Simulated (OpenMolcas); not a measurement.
Ho3+ with its 6 nearest bromide ions, on the Y site of Cs2NaYBr6 (a = 11.3047 Å, distance in the model lattice 2.765 Å). The rest of the host is ab initio model potentials to 7.6 Å, with orthogonalisation functions on the cations behind the ligands, and point charges beyond; the distance is set by hand and nothing relaxes. Ligand basis ANO-RCC-VDZP.

```json
{
  "Program": "OpenMolcas",
  "Method": "CASSCF",
  "Basis": "ANO-RCC-VDZP [7s6p4d2f1g]",
  "Scalar Hamiltonian": "DKH2, point nucleus",
  "Active space": "10 electrons in 7 orbitals (4f)",
  "State averaging": "2S+1 = 5 even, 35 roots (30 in the spin-orbit step); 2S+1 = 3 even, 106 roots kept (CI in the orbitals of an earlier block); 2S+1 = 1 even, 31 roots kept (CI in the orbitals of an earlier block)",
  "Spin-orbit coupling": "state interaction with AMFI integrals over the reference wave functions"
}
```

All ligands move together. At R = 2.765 Å the width of the lowest J multiplet is 127 cm-1, and at R = 2.795 Å it is 119 cm-1.

Problem. A third run gives 115 cm-1. What distance was it run at?

Solution. With a power law R^-n the two known points give n = -ln(119 / 127) / ln(2.795 / 2.765) = 6.03. Then R = 2.765 × (127 / 115)^(1/6.03) = 2.811 Å. The run was at 2.811 Å, so the estimate is off by 0 Å.

High states are left out of the spin-orbit mixing, which shifts the levels that they would mix with. Without dynamic correlation the ligand-field splitting of an f shell can come out too small, at times by half. No measured value stands beside these numbers; the geometry was set by hand and not optimised.
